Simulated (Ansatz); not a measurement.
Pulling on the Si2–O1 bond in H4OSi (SMILES O[SiH3]) (multiplicity 1 held, fragments rigid). Energies count from the point at 1.653 Å.
Geometry at that point (charge 0, multiplicity 1):
```xyz
6

O      1.039    -0.335    -0.256
Si    -0.509     0.130     0.092
H      1.762     0.091     0.209
H     -0.843    -0.107     1.519
H     -1.379    -0.692    -0.771
H     -0.726     1.569    -0.196
```

Signs of static correlation in cc-pV(T+d)Z, with CASSCF(4,3), from Ansatz (a program for electronic structure) runs.

```csv
R (Å),T1 of restricted CCSD,⟨S²⟩ of UHF,largest double amplitude of restricted CCSD,weight of the CASSCF reference in MRCISD,CASSCF natural occupations
1.322,0.009,0.000,0.023,0.913,2.00 1.98 0.02
1.488,0.009,0.000,0.023,0.911,2.00 1.98 0.02
1.653,0.010,0.000,0.021,0.907,2.00 1.99 0.01
1.818,0.012,0.000,0.020,0.906,2.00 1.98 0.02
1.983,0.013,0.000,0.025,0.904,2.00 1.97 0.03
2.231,0.017,0.000,0.065,0.903,2.00 1.93 0.07
2.479,___,0.535,0.117,0.902,2.00 1.86 0.14
2.892,0.042,0.900,0.239,0.904,2.00 1.64 0.37
3.306,0.068,0.979,___,0.905,2.00 1.39 0.61
3.801,0.094,1.003,0.611,0.905,2.00 1.19 0.81
4.463,0.109,1.009,0.795,0.906,2.00 1.07 0.93
5.289,0.112,1.010,0.889,0.906,2.00 1.02 0.98
```

Task: Complete the blanks.

Result: 
- 2.479, T1 of restricted CCSD: 0.023
- 3.306, largest double amplitude of restricted CCSD: 0.405

Doubts at one or more of the structures used: active orbitals that take no part (SC-NEVPT2 on CASSCF(4,3)/cc-pV(T+d)Z); a restricted determinant that unrestricted orbitals would lower (R-CCSD(T)/cc-pV(T+d)Z); other coupled-cluster roots lie near (R-CCSD(T)/cc-pV(T+d)Z); T1 above 0.05 (R-CCSD(T)/cc-pV(T+d)Z, U-CCSD(T)/cc-pV(T+d)Z); a spin-contaminated determinant (U-CCSD(T)/cc-pV(T+d)Z).
